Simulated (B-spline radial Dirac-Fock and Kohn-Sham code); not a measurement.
# Run log: V²⁺

ΔSCF core binding energies without Breit or QED terms, calculated with a B-spline atomic structure program. Keys: rel is the Hamiltonian (dirac, or spin-free x2c and nr, where L3 and M5 stand for the whole 2p and 3d shells), method is hf or an exchange,correlation pair (spin-unpolarised, also for the hole states), nuc the nuclear model, radius_factor scales its radius, rmax is the box in bohr, h the logarithmic mesh step, order the B-spline order, points the quadrature points per cell, c_factor scales the speed of light, and damp, ndamp, maxit and tol steer the iteration. The run stops when the commutator error falls below 10·tol·max(1, Z/10), or the numerical noise floor, and the energy has settled to about 1e-8 Ha; the virial ratio is −V/T.

Input (task.json):

```json
{"items": [{"Z": 23, "q": 2, "cfg": [[1, 0, 2], [2, 0, 2], [2, 1, 6], [3, 0, 2], [3, 1, 6], [3, 2, 3]], "A": 51, "rrms": 3.6002, "do": "settings", "holes": ["K", "L3", "M5"],
  "settings": [{"rel": "dirac", "method": "hf", "nuc": "fermi", "radius_factor": 1.0, "rmax": 45.0, "h": 0.3, "order": 8, "points": 10, "c_factor": 1.0, "maxit": 3, "damp": 0.5, "ndamp": 3, "tol": 1e-08}]}]}
```

Command: `python xray2_run.py task.json out`

Ground-state iterations:

```
iter   energy (Ha)        error
   1     -939.22593495  8.62e-01
   2     -945.30907148  3.81e-01
   3     -947.25126337  1.07e-01
```

The ground state had not converged after 3 iterations, with total energy -947.25126 Ha, virial ratio 1.97824 and highest orbital energy -22.03 eV. ΔSCF binding energies: K (1s) 5506.4 eV, L3 (2p3/2) 547.1 eV (not all states converged, so these are not final). Holes are computed only in closed shells, and unreliable hole states are left out.

Question: One setting is unsound. Which, and why?

Answer: maxit ends the run before self-consistency. With the default settings (Dirac Hartree-Fock): The ground state converged in 10 iterations, with total energy -947.47462 Ha, virial ratio 1.98862 and highest orbital energy -28.78 eV. ΔSCF binding energies: K (1s) 5503.1 eV, L3 (2p3/2) 544.9 eV. Holes are computed only in closed shells, and unreliable hole states are left out.
